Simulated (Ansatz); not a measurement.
`BC(=O)O`, charge 0, multiplicity 1.

(1) Give a relaxed structure at PBE0-D4/def2-TZVP (the Gaussian-basis code of Ansatz). (An estimate is asked.)

## Answers

(1) Ansatz gave: 
Cartesian coordinates in Å:
```
B 0.5322 0.4896 -0.8819
C -0.2217 -0.0457 0.3735
O -0.6316 0.8302 1.1023
O -0.3930 -1.3440 0.6124
H -0.0954 0.7687 -1.8544
H 1.6960 0.7257 -0.7969
H -0.8866 -1.4245 1.4451
```
Point group Cs.
